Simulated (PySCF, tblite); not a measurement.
C7H12O.
Cartesian coordinates in Å at the GFN2-xTB level; atoms count from 1:
```xyz
20
C7H12O angstrom
C     -2.7787   -0.1674   -0.8921
O     -1.9097    0.3886    0.0591
C     -0.5454    0.3344   -0.2984
C      0.2512    1.2041    0.6900
C      1.5850    0.5160    0.8556
C      2.3116    0.1378   -0.4014
C      1.4710   -0.8778    0.3144
C      0.0649   -1.0836   -0.1979
H     -2.6187   -1.2450   -1.0128
H     -2.6600    0.3166   -1.8706
H     -3.7887    0.0066   -0.5251
H     -0.4331    0.7170   -1.3257
H      0.3429    2.2301    0.3340
H     -0.2894    1.2175    1.6374
H      2.1545    0.7416    1.7451
H      3.3844    0.0275   -0.3447
H      1.9658    0.5337   -1.3431
H      1.9546   -1.7185    0.7907
H     -0.5108   -1.6616    0.5281
H      0.0433   -1.6070   -1.1552
```

Jobs on this species (20 atoms, 62 electrons) with PySCF (density fitting) and tblite. Hardware of each: an Arm Neoverse V2 with one thread (shared host). Other jobs ran on the host; a repeat could differ by tens of per cent or more.

```csv
level and settings,work,basis functions,SCF cycles,wall time
GFN2-xTB,Hessian by finite differences,–,–,0.52 s
GFN2-xTB,L-BFGS relaxation,–,–,0.74 s
PBE0/pcSseg-1,"shieldings, ring-centre shieldings, charges and field gradients, density and orbital grids written",196,?,?
```

Fill in the missing figures.

- PBE0/pcSseg-1; shieldings, ring-centre shieldings, charges and field gradients, density and orbital grids written: 34 s, 13 SCF cycles

What do all jobs in the table cost together?

About 35 s; the longest takes about 96 % of that, and about 65 times as long as the shortest.
